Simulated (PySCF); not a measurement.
Species: C5H9FO4.
Bonds: C1–O2, O2–C3, C3–C4, C4–O5, O5–C6, C6–O7 (double), C6–O8, O8–C9, C9–F10. Hydrogens: H11, H12, H13 on C1; H14, H15 on C3; H16, H17 on C4; H18, H19 on C9.

The same species was optimised twice, with GFN2-xTB and with PBE0-D3(BJ)/def2-SVP (PySCF), and the same property calculations (PySCF, gas phase) were run on both structures.

```tsv
coordinate	GFN2-xTB	PBE0-D3(BJ)/def2-SVP	change
C3–C4 (Å)	1.529	1.515	-0.014
O2–C3 (Å)	1.406	1.393	-0.013
C1–O2 (Å)	1.407	1.394	-0.013
C6–O8 (Å)	1.356	1.344	-0.012
C9–F10 (Å)	1.362	1.353	-0.009
C6=O7 (Å)	1.193	1.199	+0.006
C4–O5 (Å)	1.427	1.423	-0.004
O8–C9 (Å)	1.390	1.393	+0.003
O5–C6 (Å)	1.322	1.322	0.000
O2–C3–C4 (°)	107.7	106.8	-0.9
C1–O2–C3 (°)	112.8	113.6	+0.8
O7–C6–O8 (°)	124.8	125.6	+0.8
O5–C6–O7 (°)	127.2	126.7	-0.5
C6–O8–C9 (°)	116.6	116.3	-0.3
O5–C6–O8 (°)	107.9	107.7	-0.2
C4–O5–C6 (°)	116.3	116.5	+0.2
C3–C4–O5 (°)	111.6	111.4	-0.2
C1–O2–C3–C4 (°)	175	176	+1
O2–C3–C4–O5 (°)	170	171	+1
C3–C4–O5–C6 (°)	76	81	+5
C4–O5–C6–O7 (°)	2	-1	-3
```

Rotational constants: A = 3163, B = 511.4, C = 475.8 MHz (GFN2-xTB) against A = 3333, B = 504.0, C = 473.3 MHz (PBE0-D3(BJ)/def2-SVP). Point groups within 0.08 Å: C1 and C1.

On the GFN2-xTB structure: HOMO (eV) -7.66 [PBE0/pcSseg-1]; LUMO (eV) 0.64 [PBE0/pcSseg-1]; dipole (D) 0.51 [PBE0/pcSseg-1]; GIAO shielding of C1 (ppm) 125.0 [PBE0/pcSseg-1]; GIAO shielding of O2 (ppm) 322.8 [PBE0/pcSseg-1]; GIAO shielding of C3 (ppm) 114.8 [PBE0/pcSseg-1]; GIAO shielding of C4 (ppm) 118.2 [PBE0/pcSseg-1]; GIAO shielding of O5 (ppm) 173.1 [PBE0/pcSseg-1]; GIAO shielding of C6 (ppm) 24.4 [PBE0/pcSseg-1]; GIAO shielding of O7 (ppm) 31.8 [PBE0/pcSseg-1]; GIAO shielding of O8 (ppm) 134.6 [PBE0/pcSseg-1].

Q: What do these properties become on the PBE0-D3(BJ)/def2-SVP structure?

A: 
```csv
property,level,on GFN2-xTB,on PBE0-D3(BJ)/def2-SVP,change
HOMO (eV),PBE0/pcSseg-1,-7.66,-7.68,-0.02
LUMO (eV),PBE0/pcSseg-1,0.64,0.69,+0.05
dipole (D),PBE0/pcSseg-1,0.51,0.55,+0.04
"energy, GFN2-xTB geometry as zero (kcal/mol)",PBE0/pcSseg-1,0.0,-0.4,-0.4
GIAO shielding of C1 (ppm),PBE0/pcSseg-1,125.0,124.9,-0.1
GIAO shielding of O2 (ppm),PBE0/pcSseg-1,322.8,324.4,+1.6
GIAO shielding of C3 (ppm),PBE0/pcSseg-1,114.8,115.3,+0.5
GIAO shielding of C4 (ppm),PBE0/pcSseg-1,118.2,118.2,0.0
GIAO shielding of O5 (ppm),PBE0/pcSseg-1,173.1,172.7,-0.4
GIAO shielding of C6 (ppm),PBE0/pcSseg-1,24.4,23.7,-0.7
GIAO shielding of O7 (ppm),PBE0/pcSseg-1,31.8,34.5,+2.7
GIAO shielding of O8 (ppm),PBE0/pcSseg-1,134.6,135.9,+1.3
```

The heavy atoms differ by 0.049 Å rms after alignment. Among bonds between heavy atoms C1–O2, O2–C3 and C3–C4 change most and about equally (-0.014 to -0.013 Å). Changes are differences of the printed values. Neither structure is proved a minimum here.
